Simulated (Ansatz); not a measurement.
A structure relaxed at PBE-D4/def2-TZVP in Ansatz, charge 0, singlet:

```xyz
3

W    -0.738   -0.384   -0.040
S     0.641   -0.488    1.546
S     0.097    0.872   -1.506
```

(1) Give its formula and point group.

(2) Summarise the bond lengths by kind (pairs closer than 1.2 times the sum of covalent radii, bridged metal pairs left out).

## Answers

(1) WS2 (the lowest singlet isomer of a short search). Point group C2v (tolerance 0.1 Å).

(2) 2 × S–W 2.10 Å. The metal has 2 neighbours: S 2.10 Å, S 2.10 Å.

In the def2 sets W takes a core potential; there is no spin–orbit coupling. The restricted singlet is unstable: a solution with broken spin symmetry lies lower. At PBE-D4/def2-TZVP a triplet of charge 0 lies 0.29 eV below the restricted singlet, each at its own geometry. The structure comes from a short search, and lower isomers may exist.
